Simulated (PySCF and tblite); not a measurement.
The numbers below are computed, except where a source is named.
C8H16O, numbered as in [CH3:1][O:2]/[C:3]([CH3:4])=[C:5](\[CH3:6])[CH:7]([CH3:8])[CH3:9].

Conformers came from 90 starts (ETKDG and KDG, MMFF94s, GFN2-xTB); geometries are GFN2-xTB. Energies: PBE0-D3(BJ)/6-31G*, with GFN2-xTB thermal terms (modes under about 100 cm⁻¹ blended into free rotors). Symmetry numbers and mirror images are counted. Conformers within 2.5 kcal/mol (GFN2-xTB free energy) were kept, 6 at most. Run with PySCF (density fitting) and tblite.

Torsions listed: C1–O2–C3–C4, C6–C5–C7–C8. Of a mirror pair one member is shown.

```
conformer       shape   symmetry
        1   -66°, 80°  C1 (pair)
        2  80°, -130°  C1 (pair)
        3  31°, -112°  C1 (pair)
```

Q: Which of these conformers is the most populated at 298.15 K, and with what share?

A: Conformer 1, about 97 %.

Q: Give the DFT energies and free energies relative to the lowest, and all weights.

A: 
| conformer | shape | E(DFT) kcal/mol | G(298.15 K) kcal/mol | weight % |
| --- | --- | --- | --- | --- |
| 1 | -66°, 80° | 0.00 | 0.00 | 97.2 |
| 2 | 80°, -130° | 2.88 | 2.95 | 0.7 |
| 3 | 31°, -112° | 2.22 | 2.26 | 2.1 |

Q: How does its share change from 250 K to 350 K?

A: From 99 % to 95 %; the mixing entropy goes from 1.53 to 1.84 cal/(mol K).
